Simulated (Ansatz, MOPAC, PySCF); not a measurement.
Noncovalent pair: CH4 (SMILES C) (first 5 atoms) with ClH3Si (SMILES [SiH3]Cl); geometry from B3LYP-D3(BJ)/def2-TZVP, rigid monomers moved along the line of their centres of mass till C1···Si6 is 3.44 Å.
(charge 0, multiplicity 1):
```xyz
10

C      0.199     0.139     0.072
H      0.343     0.563    -0.921
H      0.341     0.916     0.822
H     -0.811    -0.262     0.150
H      0.922    -0.659     0.233
Si    -0.179    -0.878     3.339
Cl     0.263     1.128     3.572
H      0.953    -1.531     2.655
H     -1.410    -0.998     2.535
H     -0.379    -1.464     4.679
```

Monomers are frozen at their geometry in the pair; levels with a basis set take the counterpoise correction. Rows marked so take none.

Rows in 3-21G carry no dispersion term and start afresh at each structure. The state reached by AM1 isn't checked.

The values were computed with Ansatz (Gaussian orbitals); MOPAC for AM1 (differences of heats of formation); PySCF for 3-21G rows, the dispersion terms. 

Task: One of these levels gives 95.0 meV for the interaction energy. Name it.
A) HF/3-21G (no counterpoise)
B) PBE-D3(BJ)/def2-TZVPPD
C) r2SCAN-D3(BJ)/def2-TZVPPD
D) AM1

Result: D, AM1. The others give 50.5 (HF/3-21G (no counterpoise)), -21.7 (PBE-D3(BJ)/def2-TZVPPD), -6.5 (r2SCAN-D3(BJ)/def2-TZVPPD)

Ansatz is an electronic-structure program.
